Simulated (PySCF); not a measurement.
In(H)(F)(NH2) (FH₃InN), SMILES [F][InH][NH2]. Coordinates come from a B3LYP-D3(BJ)/def2-TZVP optimisation. The def2 effective core potentials stand for the cores of In; spin–orbit coupling is left out. Other conformers were not sampled.

Calculation: B3LYP-D3(BJ)/def2-TZVP (PySCF).

Harmonic wavenumbers (cm⁻¹): 135, 308, 333, 420, 437, 565, 622, 765, 1547, 1892, 3541, 3645. Rotational constants (GHz): 11.34, 5.485, 3.706; symmetry number 1.

### Question
Work out the zero-point energy and the ideal-gas rigid-rotor harmonic-oscillator thermochemistry at 298.15 K and 1 atm.

### Answer
ZPE = ½ Σ hcν = ½ × 14211 cm⁻¹ = 85.00 kJ/mol. H − E(el) = 101.34 kJ/mol. Entropy in J/(mol K): translation 171.31, rotation 103.55, vibration 35.12, total 309.97. G − E(el) = 8.93 kJ/mol. Cp = 78.80 J/(mol K). Modes under 150 cm⁻¹ make the vibrational entropy uncertain.
